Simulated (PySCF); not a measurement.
CH8AlNO2Si. Atoms are numbered in the order given.

```xyz
14

Si     0.6058    -2.0165     0.0000
N     -0.4326    -0.6259     0.0000
C     -1.8726    -0.8790     0.0000
Al     0.1590     1.0610     0.0000
O      1.7972     1.5035     0.0000
O     -1.0418     2.2614     0.0000
H      0.3971    -2.8839     1.2050
H      2.0194    -1.5230     0.0000
H      0.3971    -2.8839    -1.2050
H     -2.4367     0.0660     0.0000
H     -2.1922    -1.4517    -0.8903
H     -2.1922    -1.4517     0.8903
H      2.5412     0.9006     0.0000
H     -0.8618     3.2019     0.0000
```

The structure is a stationary point at PBE0-D3(BJ)/def2-SVP. The structure was generated by enumeration; whether it is a known compound was not checked. The values are those of a single conformer.

Level of theory: C-PCM-B3LYP/def2-SVP (PySCF 2.14.0).

The values are the electrostatic part of the solvation free energy, E(continuum) − E(gas) at the gas-phase geometry, in a cavity of scaled van der Waals radii (PySCF's table); cavitation and dispersion terms are not included. A continuum can't describe solvent molecules that bind to the metal. In vacuum the orbital gap is 6.22 eV. The dipole moment in vacuum is 0.38 D.

Computed values in water (ε = 78.36), benzene (ε = 2.27), acetonitrile (ε = 35.69):
```
solvent           ε  ΔG(elec) (kcal/mol)  dipole (D)  gap (eV)
------------  -----  -------------------  ----------  --------
water         78.36                 -7.0        0.65      6.31
benzene        2.27                 -3.9        0.51      6.27
acetonitrile  35.69                 -6.9        0.65      6.31
```
